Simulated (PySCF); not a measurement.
Isomers of C7H10S, one GFN2-xTB conformer each. Single-point energies are computed at PBE0/pcSseg-1 (PySCF, gas phase, no added dispersion term), electronic only.

Task: Rank them by PBE0/pcSseg-1 energy, lowest first (kcal/mol).
A. `[CH3:1]/[CH:2]=[CH:3]/[CH:4]=[CH:5]\[C:6]([CH3:7])=[S:8]` with C2–C3–C4–C5 -178°, C4–C5–C6–C7 -179°
B. `[CH3:1][C:2](=[S:3])[C@H:4]1[CH:5]=[C:6]([CH3:7])[CH2:8]1` with C1–C2–C4–C5 -27°
C. `[CH2:1]=[CH:2]/[CH:3]=[C:4](/[CH3:5])[C:6]([CH3:7])=[S:8]` with C1–C2–C3–C4 -179°, C3–C4–C6–C7 179°
D. `[CH3:1][CH:2]([CH3:3])[c:4]1[cH:5][cH:6][cH:7][s:8]1` with C1–C2–C4–C5 118°

Result: D (0.0), A (28.4), C (34.8), B (38.9).

As drawn, the lowest has an aromatic ring, which the highest lacks; the highest has a four-membered ring, a C=S bond and a C=C bond outside aromatic rings, which the lowest lacks. GFN2-xTB itself gives, in the same order: 0.0, 32.7, 36.2, 33.8. Both levels put the same isomer lowest; measured from each level's own lowest isomer, the values differ by up to 5.1 kcal/mol (CC(=S)[C@H]1C=C(C)C1: 33.8 against 38.9).

Task: Which frontier levels, dipoles and rotational constants go with these structures?

Result: 
| SMILES | HOMO (eV, PBE0/pcSseg-1) | LUMO (eV) | dipole (D) | A, B, C (MHz) |
| --- | --- | --- | --- | --- |
| CC(C)c1cccs1 | -6.56 | -0.24 | 0.73 | 3305, 1283, 1151 |
| C/C=C/C=C\C(C)=S | -5.95 | -2.59 | 3.22 | 3628, 819.8, 674.3 |
| C=C/C=C(/C)C(C)=S | -6.03 | -2.72 | 3.02 | 2323, 1283, 835.2 |
| CC(=S)[C@H]1C=C(C)C1 | -6.09 | -1.76 | 3.78 | 4546, 903.2, 845.5 |
